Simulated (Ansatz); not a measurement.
The cluster Si₃O₄⁻. Charge -1, multiplicity 2. Geometry r2SCAN-D4/def2-SVPD.

Cartesian coordinates in Å:
```
Si -1.233 0.041 -0.254
Si 1.434 -1.570 -0.234
Si 1.321 1.479 0.801
O 1.904 -0.063 0.392
O -0.293 -1.266 -0.504
O -2.746 0.090 -0.564
O -0.387 1.289 0.363
```

At PBE-D4/def2-TZVPD, r2SCAN-D4/def2-TZVPD, PBE0-D4/def2-TZVPD, r2SCAN0-D4/def2-TZVPD the highest occupied level of the charge -1 doublet lies above zero (up to 0.78 eV). The electron is either unbound and held by the finite basis, or the level is raised by self-interaction error. The structure comes from a short search, and lower isomers may exist.

**Question.** Estimate the α-spin orbital energies around the gap (eV) in Ansatz with HF/def2-TZVPD, PBE-D4/def2-TZVPD, r2SCAN-D4/def2-TZVPD, PBE0-D4/def2-TZVPD, r2SCAN0-D4/def2-TZVPD.

**Answer.** 
| orbital | HF/def2-TZVPD | PBE-D4/def2-TZVPD | r2SCAN-D4/def2-TZVPD | PBE0-D4/def2-TZVPD | r2SCAN0-D4/def2-TZVPD |
| --- | --- | --- | --- | --- | --- |
| HOMO−9 | -10.72 | -4.72 | -5.16 | -6.41 | -6.73 |
| HOMO−8 | -10.64 | -4.71 | -5.06 | -6.35 | -6.60 |
| HOMO−7 | -10.40 | -4.64 | -5.02 | -6.20 | -6.45 |
| HOMO−6 | -10.30 | -4.26 | -4.68 | -5.98 | -6.29 |
| HOMO−5 | -9.85 | -3.99 | -4.38 | -5.64 | -5.93 |
| HOMO−4 | -8.32 | -3.10 | -3.40 | -4.54 | -4.76 |
| HOMO−3 | -8.21 | -3.00 | -3.28 | -4.30 | -4.54 |
| HOMO−2 | -7.44 | -2.74 | -3.05 | -4.22 | -4.40 |
| HOMO−1 | -5.53 | -2.00 | -2.23 | -3.13 | -3.27 |
| HOMO | -1.42 | 0.78 | 0.59 | 0.16 | 0.02 |
| LUMO | 4.00 | 1.40 | 1.33 | 1.86 | 1.81 |
| LUMO+1 | 4.29 | 1.78 | 2.11 | 2.53 | 2.74 |
| LUMO+2 | 4.47 | 2.97 | 3.41 | 3.49 | 3.88 |
| LUMO+3 | 5.06 | 3.13 | 3.48 | 3.75 | 4.19 |
| LUMO+4 | 5.57 | 3.29 | 3.83 | 3.86 | 4.21 |
| LUMO+5 | 5.74 | 3.36 | 3.98 | 3.96 | 4.33 |
| β HOMO | -4.40 | -1.75 | -1.93 | -2.80 | -2.92 |
| β LUMO | 4.17 | 1.66 | 1.94 | 2.49 | 2.69 |
